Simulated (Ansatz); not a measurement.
disilanyl(fluoro)silane (FH7Si3), SMILES F[SiH2][SiH2][SiH3].

Coordinates come from a B3LYP-D3(BJ)/def2-SVP optimisation. Other conformers were not sampled.

Two levels are set side by side: PBE/def2-SVPD (Ansatz, a program for electronic structure) and PBE0/def2-SVPD (Ansatz). Energy differences of separate SCF runs at the same geometry; the states with an electron removed or added have multiplicity 2 and 2. Differences are taken from unrounded values.

```json
[
 {"quantity": "vertical ionisation energy (eV)", "PBE0": "9.90"},
 {"quantity": "vertical singlet–triplet gap (eV)", "PBE0": "5.17"}
]
```

Task: What does PBE give, and how far is it from PBE0? (The exact figures need the calculation; the answer reports its results.)

Result: 
```
quantity                            PBE  PBE minus PBE0
---------------------------------  ----  --------------
vertical ionisation energy (eV)    9.66           -0.24
vertical singlet–triplet gap (eV)  4.88           -0.29
```
